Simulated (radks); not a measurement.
Excited configurations of the carbon ion C+: one electron is placed in a higher orbital outside [He] 2s2. The ground configuration is [He] 2s2 2p1. All-electron calculation, scalar-relativistic Kohn-Sham, LDA (Slater exchange, Perdew-Wang correlation), spin-unpolarised, spherical densities, finite nucleus; Fermi nuclear charge, rms radius 2.4702 fm. Program: a radial shooting solver on a logarithmic mesh with Libxc functionals. Excitation = E - E(ground); binding = E(ion) - E, where the ion is the core of charge +2; n* = 2/sqrt(2 binding) in atomic units, and the quantum defect is n - n*.

3p: excitation (eV) 15.941; binding (eV) 8.317; n* 2.558; eigenvalue (eV) -6.257
3d: excitation (eV) 17.774; binding (eV) 6.484; n* 2.897; eigenvalue (eV) -4.471
5s: excitation (eV) 21.190; binding (eV) 3.068; n* 4.212; eigenvalue (eV) -2.467
5p: excitation (eV) 21.482; binding (eV) 2.777; n* 4.427; eigenvalue (eV) -2.218
5d: excitation (eV) 21.761; binding (eV) 2.498; n* 4.668; eigenvalue (eV) -1.962
7p: excitation (eV) 22.877; binding (eV) 1.381; n* 6.277; eigenvalue (eV) -1.132
7d: excitation (eV) 22.970; binding (eV) 1.288; n* 6.500; eigenvalue (eV) -1.050
7f: excitation (eV) 23.041; binding (eV) 1.217; n* 6.686; eigenvalue (eV) -0.984

The Delta-SCF ionisation energy is 24.258 eV (NIST Atomic Spectra Database: 24.383 eV, measured). Self-interaction in the functional shifts the binding energies and quantum defects, so they are the method's values and not measured ones. Spin polarisation and multiplet splitting are left out, so open shells lie too high by an amount that depends on their filling.

Beside tabulated values, note that spin-unpolarised runs miss the spin-polarisation part of the exchange energy of open shells.
